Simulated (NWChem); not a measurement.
System: GeH$_{2}$Cl$_{2}$; SMILES [Cl][GeH2][Cl]

Input file for NWChem:

```
start job
memory heap 200 mb stack 900 mb global 1100 mb
geometry units angstroms noautoz
  Ge     0.000000     0.000000    -0.617950
  Cl    -1.744397     0.000000     0.639352
  Cl     1.744397     0.000000     0.639352
  H      0.000000     1.295118    -1.433210
  H      0.000000    -1.295118    -1.433210
end
basis spherical
  * library def2-svpd
end
dft
  xc b3lyp
  iterations 150
end
tddft
  cis
  nroots 6
  notriplet
end
task tddft energy
```

NWChem printed, in part:

```
             Northwest Computational Chemistry Package (NWChem) 7.3.0
             --------------------------------------------------------

 C2V symmetry detected

                             Geometry "geometry" -> ""
                             -------------------------

 Output coordinates in angstroms (scale by  1.889725989 to convert to a.u.)

  No.       Tag          Charge          X              Y              Z
 ---- ---------------- ---------- -------------- -------------- --------------
    1 Ge                  32.0000     0.00000000     0.00000000    -0.60467276
    2 Cl                  17.0000    -1.74439700     0.00000000     0.65262924
    3 Cl                  17.0000     1.74439700     0.00000000     0.65262924
    4 H                    1.0000     0.00000000     1.29511800    -1.41993276
    5 H                    1.0000     0.00000000    -1.29511800    -1.41993276

 Effective nuclear repulsion energy (a.u.)     345.9068789763

      Symmetry information
      --------------------

 Group name             C2v
 Group number             16
 Group order               4
 No. of unique centers     3

                                 NWChem DFT Module
                                 -----------------

 Summary of "ao basis" -> "ao basis" (spherical)
 ------------------------------------------------------------------------------
       Tag                 Description            Shells   Functions and Types
 ---------------- ------------------------------  ------  ---------------------
 Ge                        def2-svpd                14       38   6s4p4d
 Cl                        def2-svpd                11       27   5s4p2d
 H                         def2-svpd                 4        8   2s2p

      Symmetry analysis of basis
      --------------------------

        a1         43
        a2         14
        b1         29
        b2         22

            General Information
            -------------------
          SCF calculation type: DFT
          Wavefunction type:  closed shell.
          No. of atoms     :     5
          No. of electrons :    68
           Alpha electrons :    34
            Beta electrons :    34
          Charge           :     0
          Spin multiplicity:     1
          Use of symmetry is: off; symmetry adaption is: on
          Maximum number of iterations: 150
          AO basis - number of functions:   108
                     number of shells:    44
          Convergence on energy requested:  1.00D-06
          Convergence on density requested:  1.00D-05
          Convergence on gradient requested:  5.00D-04

              XC Information
              --------------
                         B3LYP Method XC Potential
                     Hartree-Fock (Exact) Exchange  0.200
                        Slater Exchange Functional  0.800 local
                    Becke 1988 Exchange Functional  0.720 non-local
              Lee-Yang-Parr Correlation Functional  0.810
                  VWN I RPA Correlation Functional  0.190 local

             Grid Information
             ----------------
          Grid used for XC integration:  medium
          Radial quadrature: Mura-Knowles
          Angular quadrature: Lebedev.
          Tag              B.-S. Rad. Rad. Pts. Rad. Cut. Ang. Pts.
          ---              ---------- --------- --------- ---------
          Ge                  1.25      112          11.0       590
          Cl                  1.00       88          13.0       590
          H                   0.35       45          11.0       434
          Grid pruning is: on
          Number of quadrature shells:   378
          Spatial weights used:  Erf1

      Superposition of Atomic Density Guess
      -------------------------------------

 Sum of atomic energies:       -2994.70139476

      Non-variational initial energy
      ------------------------------

 Total energy =   -2995.312839
 1-e energy   =   -4855.481609
 2-e energy   =    1514.261891
 HOMO         =      -0.370649
 LUMO         =       0.021081

      Symmetry analysis of molecular orbitals - initial
      -------------------------------------------------

  Numbering of irreducible representations:

     1 a1          2 a2          3 b1          4 b2

  Orbital symmetries:

[...]

                                NWChem TDDFT Module
                                -------------------

            General Information
            -------------------
           No. of orbitals :     216
            Alpha orbitals :     108
             Beta orbitals :     108
        Alpha frozen cores :       0
         Beta frozen cores :       0
     Alpha frozen virtuals :       0
      Beta frozen virtuals :       0
         Spin multiplicity :       1
    Number of AO functions :     108
        Use of symmetry is : off
      Symmetry adaption is : on
         Schwarz screening :  0.10D-07

              XC Information
              --------------
                  B3LYP Method XC Potential
              Hartree-Fock (Exact) Exchange   0.20
                 Slater Exchange Functional   0.80 local
             Becke 1988 Exchange Functional   0.72 non-local
       Lee-Yang-Parr Correlation Functional   0.81
           VWN I RPA Correlation Functional   0.19 local

             TDDFT Information
             -----------------
          Calculation type : Tamm-Dancoff TDDFT
         Wavefunction type : Restricted singlets
          No. of electrons :      68
           Alpha electrons :      34
            Beta electrons :      34
              No. of roots :       6
          Max subspacesize :    5200
            Max iterations :     100
               Target root :       1
           Target symmetry : none
      Symmetry restriction : off
                 Algorithm : Optimal
        Davidson threshold :  0.10D-03

    6 smallest eigenvalue differences (eV)
--------------------------------------------------------
  No. Spin  Occ  Vir  Irrep   E(Occ)    E(Vir)   E(Diff)
--------------------------------------------------------
    1    1   34   35 b2       -0.325    -0.050     7.480
    2    1   33   35 b1       -0.331    -0.050     7.654
    3    1   32   35 a2       -0.340    -0.050     7.889
    4    1   31   35 a1       -0.344    -0.050     7.985
    5    1   34   36 a2       -0.325    -0.025     8.173
    6    1   33   36 a1       -0.331    -0.025     8.348
--------------------------------------------------------

  Entering Davidson iterations
  Restricted singlet excited states

  Iter   NTrls   NConv    DeltaV     DeltaE      Time
  ----  ------  ------  ---------  ---------  ---------
    1      6       0     0.79E-01   0.10+100       20.9
    2     12       0     0.25E-01   0.93E-02       21.3
    3     18       0     0.85E-02   0.11E-02       20.2
    4     24       1     0.23E-02   0.15E-03       21.5
    5     29       2     0.81E-03   0.15E-04       19.4
    6     33       5     0.21E-03   0.94E-06       17.9
    7     34       6     0.63E-04   0.60E-07       12.9
  ----  ------  ------  ---------  ---------  ---------
  Convergence criterion met

  Ground state a1      -2998.220722578218 a.u.

  ----------------------------------------------------------------------------
  Root   1 singlet b2             0.236640828 a.u.                6.4393 eV
  ----------------------------------------------------------------------------
     Transition Moments    X -0.00000   Y -0.40558   Z  0.00000
     Dipole Oscillator Strength                    0.0259507752
     Electric Quadrupole                           0.0000000908
     Magnetic Dipole                               0.0000003296
     Total Oscillator Strength                     0.0259511956

     Occ.   28  b2  ---  Virt.   35  a1       0.05028
     Occ.   34  b2  ---  Virt.   35  a1       0.98458
     Occ.   34  b2  ---  Virt.   37  a1       0.12615
  ----------------------------------------------------------------------------
  Root   2 singlet b1             0.245096782 a.u.                6.6694 eV
  ----------------------------------------------------------------------------
     Transition Moments    X -0.41535   Y -0.00000   Z -0.00000
     Dipole Oscillator Strength                    0.0281887768
     Electric Quadrupole                           0.0000000391
     Magnetic Dipole                               0.0000000019
     Total Oscillator Strength                     0.0281888178

     Occ.   29  b1  ---  Virt.   35  a1       0.09132
     Occ.   31  a1  ---  Virt.   36  b1      -0.24307
     Occ.   33  b1  ---  Virt.   35  a1       0.95935
  ----------------------------------------------------------------------------
  Root   3 singlet a2             0.247976785 a.u.                6.7478 eV
  ----------------------------------------------------------------------------
     Transition Moments    X  0.00000   Y -0.00000   Z -0.00000
     Dipole Oscillator Strength                    0.0000000000
     Electric Quadrupole                           0.0000000371
     Magnetic Dipole                               0.0000000641
     Total Oscillator Strength                     0.0000001012

     Occ.   32  a2  ---  Virt.   35  a1       0.97795
     Occ.   32  a2  ---  Virt.   37  a1       0.06963
     Occ.   34  b2  ---  Virt.   36  b1      -0.17780
  ----------------------------------------------------------------------------
  Root   4 singlet a1             0.254659556 a.u.                6.9296 eV
  ----------------------------------------------------------------------------
     Transition Moments    X  0.00000   Y -0.00000   Z -0.41087
     Dipole Oscillator Strength                    0.0286604370
     Electric Quadrupole                           0.0000000491
     Magnetic Dipole                               0.0000000000
     Total Oscillator Strength                     0.0286604861

[...]
```

Level: B3LYP/def2-SVPD, TDA. All runs use the structure optimised with PBE0/def2-SVP. B3LYP is NWChem's, with the RPA form of VWN correlation.
